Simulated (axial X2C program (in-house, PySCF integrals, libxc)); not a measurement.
How the levels of TbSH⁺ (f9 s0 orbitals) move with the bond length

Calculated with an axial X2C code built on PySCF integrals: two-component X2C with atomic mean-field Coulomb and Gaunt terms, basis Tb dyall-v3z, S dyall-v3z, H dyall-v3z (cores contracted in-house). Orbitals come from Hartree–Fock averaged over the configuration Tb f9 s0; CI then distributes these electrons over the f, s shells of Tb.

At Tb–S–H held linear, bonds 2.491 and 1.340 Å (the second held):

| Ω | energy (cm⁻¹) | g∥ | configuration |
| --- | --- | --- | --- |
| 15/2 | 0 | 19.93 | 100% f9 |
| 13/2 | 119 | 17.21 | 100% f9 |
| 11/2 | 194 | 14.54 | 100% f9 |
| 9/2 | 258 | 11.87 | 100% f9 |
| 7/2 | 322 | 9.19 | 100% f9 |
| 5/2 | 384 | 6.53 | 100% f9 |
| 3/2 | 435 | 3.90 | 100% f9 |
| 1/2 | 464 | 1.29 | 100% f9 |
| 13/2 | 2637 | 16.69 | 100% f9 |
| 11/2 | 2708 | 14.00 | 100% f9 |
| 9/2 | 2803 | 11.39 | 100% f9 |
| 7/2 | 2881 | 8.82 | 100% f9 |
| 5/2 | 2935 | 6.27 | 100% f9 |
| 3/2 | 2967 | 3.75 | 100% f9 |

g∥ is the magnitude of 2⟨Lz + ge Sz⟩ for the +Ω component. The lowest 14 levels at most are listed.

At Tb–S–H held linear, bonds 2.404 and 1.340 Å (the second held):

| Ω | energy (cm⁻¹) | g∥ | configuration |
| --- | --- | --- | --- |
| 15/2 | 0 | 19.93 | 100% f9 |
| 13/2 | 101 | 17.22 | 100% f9 |
| 11/2 | 146 | 14.58 | 100% f9 |
| 9/2 | 187 | 11.90 | 100% f9 |
| 7/2 | 240 | 9.21 | 100% f9 |
| 5/2 | 301 | 6.53 | 100% f9 |
| 3/2 | 355 | 3.89 | 100% f9 |
| 1/2 | 386 | 1.29 | 100% f9 |
| 13/2 | 2625 | 16.68 | 100% f9 |
| 11/2 | 2666 | 14.01 | 100% f9 |
| 9/2 | 2749 | 11.42 | 100% f9 |
| 7/2 | 2819 | 8.85 | 100% f9 |
| 5/2 | 2863 | 6.30 | 100% f9 |
| 3/2 | 2886 | 3.76 | 100% f9 |

The lowest level lies 530 cm⁻¹ above the lowest at the first distance.

Question: How does the gap from the lowest to the fifth level change between the two distances?

Answer: From 322 to 240 cm⁻¹, a factor of 0.75.

There is no dynamic correlation: spin–orbit spacings and, for f shells, spacings inside one term are the most reliable numbers, splittings between terms come out too wide, and energies between configurations are not reliable, so the lowest level need not be the ground state of the molecule. At most 4 roots were kept for each Ω > 0 (twice that for Ω = 0) within 2.2 eV of the lowest, so higher up levels can be missing between those listed; levels with Ω > 0 are doubly degenerate and listed once, Ω = 0 levels singly. States that fill the shells left empty in the average are placed too high. The molecule was held linear; bending was not examined. Hydrosulfides and their kin are strongly bent in nature, so this linear model does not describe the real molecule.
